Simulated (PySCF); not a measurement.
Field gradients at the hydrogen positions

Species: C5H12F3P.
Atom-mapped SMILES: `[CH3:1][P:2]([CH3:3])([CH3:4])([CH3:5])[C:6]([F:7])([F:8])[F:9]` (hydrogens: H10, H11, H12 on C1; H13, H14, H15 on C3; H16, H17, H18 on C4; H19, H20, H21 on C5)

Geometry (GFN2-xTB, Å), atoms numbered from 1 in this order:
```
atom  x, y, z in Å
C1     1.626    0.973    0.418
P2     0.050   -0.078    0.079
C3     0.988   -1.337   -0.882
C4    -0.244   -0.348    1.880
C5    -1.643   -0.884   -0.384
C6    -0.654    1.500   -0.914
F7     0.027    2.651   -0.830
F8    -0.661    1.173   -2.224
F9    -1.920    1.811   -0.592
H10    2.366    0.378    0.951
H11    2.077    1.317   -0.514
H12    1.398    1.851    1.022
H13    2.031   -1.371   -0.584
H14    0.527   -2.316   -0.790
H15    0.925   -1.020   -1.925
H16   -0.845   -1.236    2.051
H17    0.694   -0.404    2.425
H18   -0.800    0.525    2.226
H19   -1.830   -0.853   -1.457
H20   -2.473   -0.387    0.117
H21   -1.647   -1.928   -0.075
```

Level: PBE0/pcSseg-1 (PySCF, non-relativistic); Q(2H) = 0.00286 b; rigid geometry, the same for H and D, with no vibrational averaging.

Give the electric field gradient Vzz (the principal value of largest size), its asymmetry and the 2H coupling at each hydrogen.

```json
{"atom": "H10", "bonded to": "C1", "bond length (Å)": "1.089", "Vzz (au)": "0.3195", "η": "0.01", "χzz (kHz)": "215"}
{"atom": "H11", "bonded to": "C1", "bond length (Å)": "1.090", "Vzz (au)": "0.3147", "η": "0.01", "χzz (kHz)": "212"}
{"atom": "H12", "bonded to": "C1", "bond length (Å)": "1.090", "Vzz (au)": "0.3159", "η": "0.01", "χzz (kHz)": "212"}
{"atom": "H13", "bonded to": "C3", "bond length (Å)": "1.086", "Vzz (au)": "0.3181", "η": "0.02", "χzz (kHz)": "214"}
{"atom": "H14", "bonded to": "C3", "bond length (Å)": "1.086", "Vzz (au)": "0.3181", "η": "0.02", "χzz (kHz)": "214"}
{"atom": "H15", "bonded to": "C3", "bond length (Å)": "1.092", "Vzz (au)": "0.3072", "η": "0.01", "χzz (kHz)": "206"}
{"atom": "H16", "bonded to": "C4", "bond length (Å)": "1.086", "Vzz (au)": "0.3181", "η": "0.02", "χzz (kHz)": "214"}
{"atom": "H17", "bonded to": "C4", "bond length (Å)": "1.086", "Vzz (au)": "0.3183", "η": "0.02", "χzz (kHz)": "214"}
{"atom": "H18", "bonded to": "C4", "bond length (Å)": "1.092", "Vzz (au)": "0.3091", "η": "0.01", "χzz (kHz)": "208"}
{"atom": "H19", "bonded to": "C5", "bond length (Å)": "1.090", "Vzz (au)": "0.3151", "η": "0.01", "χzz (kHz)": "212"}
{"atom": "H20", "bonded to": "C5", "bond length (Å)": "1.089", "Vzz (au)": "0.3161", "η": "0.00", "χzz (kHz)": "212"}
{"atom": "H21", "bonded to": "C5", "bond length (Å)": "1.089", "Vzz (au)": "0.3192", "η": "0.01", "χzz (kHz)": "214"}
```

Isolated species at its GFN2-xTB geometry, gas phase. GFN2-xTB bond lengths can be off by several hundredths of an ångström, more for odd bonds, and the gradients follow them. With so small a basis the couplings can be 20 % off.

These values come from a run that also computed NMR shieldings. Time: 50 s wall (with the writing of density and orbital grids). Hardware: an x86-64 server with one thread, no GPU (shared host).
